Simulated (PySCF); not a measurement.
**Correlation energy of O⁺ (oxygen, charge +1)**

[He] 2s2 2p3, high-spin 4S determinant. Calculation: PySCF 2.14, in x2c-QZVPPall (7s4p3d2f1g, 57 functions); the spin-free X2C one-electron Hamiltonian (Gaussian nucleus). Frozen: nothing; 7 electrons correlated.

MP2 pair energies summed by pair of shells (mhartree):

| pair | energy | share (%) |
| --- | --- | --- |
| 2s-2p | -69.92 | 54.1 |
| 2p-2p | -24.73 | 19.1 |
| 1s-1s | -14.08 | 10.9 |
| 2s-2s | -11.36 | 8.8 |
| 1s-2p | -6.10 | 4.7 |
| 1s-2s | -3.15 | 2.4 |

Total MP2 correlation energy: -129.35 mhartree.

Same-spin part -33.97 and opposite-spin part -95.37 mhartree; SCS-MP2 scales them by 1/3 and 6/5 to -125.77 mhartree.

This basis was not built for core-valence correlation, so the inner-shell part is incomplete.
